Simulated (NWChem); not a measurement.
System: C4H5F; SMILES C=C(F)C=C

Here is an NWChem input.

```
start job
memory heap 200 mb stack 900 mb global 1100 mb
geometry units angstroms noautosym nocenter noautoz
  C      0.057356    -1.943551     0.000000
  C     -0.656607    -0.811792     0.000000
  C     -0.065579     0.518452     0.000000
  C     -0.732607     1.676872     0.000000
  F      1.271599     0.525809     0.000000
  H      1.149639    -1.919415     0.000000
  H     -0.431515    -2.919959     0.000000
  H     -1.750129    -0.839518     0.000000
  H     -1.822329     1.677846     0.000000
  H     -0.198127     2.627655     0.000000
end
basis spherical
  * library pcsseg-1
end
dft
  xc xpbe96 cpbe96
  iterations 150
end
property
  shielding
end
task dft property
```

Coordinates come from a PBE0/def2-SVP optimisation.

GIAO values for the isolated, static molecule; σ is the absolute isotropic shielding, δ = σ(reference) − σ with the isolated reference molecule computed at the same levels (13C: tetramethylsilane, 1H: tetramethylsilane).

Atoms are numbered as in the input.

Problem. Give the results of this calculation. (PBE/pcSseg-1, GIAO.) Quantities: δ C1 (ppm); δ C2 (ppm); δ C4 (ppm); δ H6 (ppm); δ H8 (ppm); δ H9 (ppm); δ H10 (ppm).

Solution. 
| Item | Result |
|---|---|
| δ C1 (ppm) | 121.3 |
| δ C2 (ppm) | 135.8 |
| δ C4 (ppm) | 97.4 |
| δ H6 (ppm) | 5.80 |
| δ H8 (ppm) | 6.10 |
| δ H9 (ppm) | 4.47 |
| δ H10 (ppm) | 4.80 |
